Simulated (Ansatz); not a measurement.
C$_{3}$H$_{10}$BeOSi (SMILES C[CH](C)[Be][O][SiH3]), singlet, at a GFN2-xTB geometry (such geometries of metal compounds can be far from the true shape), atoms displaced at random by about 0.08 Å a coordinate; Ansatz (a program for electronic structure) with PBE0/STO-3G, gradient.

Ansatz was given this input:
Ansatz 0.2 input:
```yaml
crystal:
  periodic: [false, false, false]
  atoms:
    - {symbol: Be, position_ang: [-0.06227557, 0.23421233, 0.43634306]}
    - {symbol: C, position_ang: [-0.88431897, -0.37245880, 1.86686652]}
    - {symbol: C, position_ang: [-0.53434797, -1.74012017, 2.14097884]}
    - {symbol: C, position_ang: [-2.29269202, -0.04115108, 1.67347902]}
    - {symbol: H, position_ang: [-0.49145851, 0.37845883, 2.53534881]}
    - {symbol: H, position_ang: [-0.85996680, -2.15957238, 3.17045701]}
    - {symbol: H, position_ang: [-0.84740389, -2.48759616, 1.40656408]}
    - {symbol: H, position_ang: [0.66652819, -1.87219150, 2.28664076]}
    - {symbol: H, position_ang: [-2.57400902, 0.88835862, 1.41640591]}
    - {symbol: H, position_ang: [-2.79249864, -0.53398541, 2.46138202]}
    - {symbol: H, position_ang: [-2.62087340, -0.67387632, 0.82134513]}
    - {symbol: O, position_ang: [0.57875489, 0.60311626, -1.02242887]}
    - {symbol: Si, position_ang: [1.43509326, 0.87698884, -2.41070383]}
    - {symbol: H, position_ang: [0.61029698, 0.57865050, -3.55806897]}
    - {symbol: H, position_ang: [2.68137696, 0.18381885, -2.30694237]}
    - {symbol: H, position_ang: [1.65401134, 2.30545246, -2.30757846]}
basis:
  gaussian:
    orbitals: STO-3G
hamiltonian:
  xc: pbe0
output: {forces: true}
```

Task: What does Ansatz print? Leave out banner, timings and long lists.

Result: 
```
Functional definition: PBE0
577 factors; integrals over basis functions are off by at most 7.1e-4 eV
mean field evaluation 1: about -13425.2948 eV, gradient 2.3e1 eV
mean field evaluation 2: about -13421.3968 eV, gradient 4.8e1 eV
mean field evaluation 4: about -13427.0220 eV, gradient 1.3e0 eV
mean field evaluation 8: about -13427.2175 eV, gradient 8.0e-2 eV
mean field evaluation 16: about -13427.2175 eV, gradient 3.3e-5 eV
a density is far from that of the atoms, so the factors are made again for it
606 factors; integrals over basis functions are off by at most 5.5e-5 eV
mean field -13427.21756414 eV, -493.4411441870 hartree, gradient 2.3e-5 eV, S^2 0.000000; 0 other end points of the search recorded, 0 dependent functions left out
the calculation of the forces begins
reference -13427.21758792 eV, -493.4411450612 hartree; 27, 27 occupied and 17, 17 virtual orbitals, 606 factors
Total energy: -13427.21758792 eV, -493.4411450612 hartree
Atom 0 at    -0.062276     0.234212     0.436343 Å, force     3.106015     1.076378    -7.092044 eV/Å
Atom 1 at    -0.884319    -0.372459     1.866867 Å, force     3.197239     5.193264    -2.775307 eV/Å
Atom 2 at    -0.534348    -1.740120     2.140979 Å, force     4.658187    -4.971581     4.212441 eV/Å
Atom 3 at    -2.292692    -0.041151     1.673479 Å, force    -1.474434    -6.469734    -1.887315 eV/Å
Atom 4 at    -0.491459     0.378459     2.535349 Å, force     0.487423    -0.265455     1.634252 eV/Å
Atom 5 at    -0.859967    -2.159572     3.170457 Å, force    -0.246570     0.929149    -1.605356 eV/Å
Atom 6 at    -0.847404    -2.487596     1.406564 Å, force    -0.144136     0.139118    -0.362864 eV/Å
Atom 7 at     0.666528    -1.872192     2.286641 Å, force    -3.380549     0.479571    -0.936428 eV/Å
Atom 8 at    -2.574009     0.888359     1.416406 Å, force    -1.034466     4.650353    -0.254413 eV/Å
Atom 9 at    -2.792499    -0.533985     2.461382 Å, force    -1.833783     0.360043     1.945567 eV/Å
Atom 10 at    -2.620873    -0.673876     0.821345 Å, force    -0.218003     0.464177     0.093386 eV/Å
Atom 11 at     0.578755     0.603116    -1.022429 Å, force    -3.517831    -2.113874     7.133932 eV/Å
Atom 12 at     1.435093     0.876989    -2.410704 Å, force    -0.531028     1.052129     1.118243 eV/Å
Atom 13 at     0.610297     0.578650    -3.558069 Å, force     0.178293    -0.229336    -0.200751 eV/Å
Atom 14 at     2.681377     0.183819    -2.306942 Å, force     0.423987    -0.364306    -0.420107 eV/Å
Atom 15 at     1.654011     2.305452    -2.307578 Å, force     0.329657     0.070105    -0.603234 eV/Å
Dipole moment:     0.208995     0.087013    -0.341843 e Å
```
